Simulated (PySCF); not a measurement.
C2H10O2Si2, SMILES CO[Si@@H](O)C[SiH3].

The structure is a stationary point at B3LYP-D3(BJ)/def2-SVP. The structure was generated by enumeration; whether it is a known compound was not checked. The values are those of a single conformer.

All values below come from SMD-M06-2X/6-31G* in PySCF.

Solvation free energies are E(SMD) − E(gas) at the gas-phase geometry, for 1 M in both phases. In vacuum the dipole moment is 0.38 D.

| solvent | ΔG(solv) (kcal/mol) | its non-electrostatic (CDS) part | dipole (D) |
|---|---|---|---|
| water | -3.8 | 4.8 | 0.35 |
| ethanol | -6.7 | 0.9 | 0.35 |
| methanol | -7.0 | 1.3 | 0.35 |
